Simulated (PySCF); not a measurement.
Sr₂⁺: from constants to spectrum

ROHF-CCSD(T) constants of Sr₂⁺, ²Σu⁺ (doublet), unpaired electrons σ ↑ (Sr def2-SVP with ECP28; scalar-relativistic core potentials (PySCF 2.14); masses 87.9056 and 87.9056 u):

| Item | Value |
| --- | --- |
| ωe | 68.8 cm⁻¹ |
| ωexe | 0.163 cm⁻¹ |
| Be | 0.020754 cm⁻¹ |
| αe | 7.65e-05 cm⁻¹ |
| D (centrifugal) | 7.55e-09 cm⁻¹ |
| De to Sr⁺ + Sr | 0.95 eV |

Give the vibrational terms G(v) and spacings up to v = 6.

G(v) = ωe(v+½) − ωexe(v+½)².

| v | G(v) (cm⁻¹) | G(v) − G(v−1) | Bv (cm⁻¹) |
| --- | --- | --- | --- |
| 0 | 34.4 |  | 0.02072 |
| 1 | 102.8 | 68.5 | 0.02064 |
| 2 | 171.0 | 68.1 | 0.02056 |
| 3 | 238.8 | 67.8 | 0.02049 |
| 4 | 306.3 | 67.5 | 0.02041 |
| 5 | 373.5 | 67.2 | 0.02033 |
| 6 | 440.3 | 66.8 | 0.02026 |

How well does the Morse estimate ωe²/(4ωexe) reproduce De, and what is D0?

It gives 0.90 eV, 95 % of the computed De. D0 = De − G(0) = 0.95 − 0.00 = 0.95 eV.

Correlated steps freeze no core orbitals. Correlated levels converge slowly with the basis: in double zeta they bind strong bonds too weakly, by up to about 1 eV, and carry superposition errors of some tenths. Spin–orbit coupling is left out. The state was picked by a PBE0 search and need not be the measured ground state.
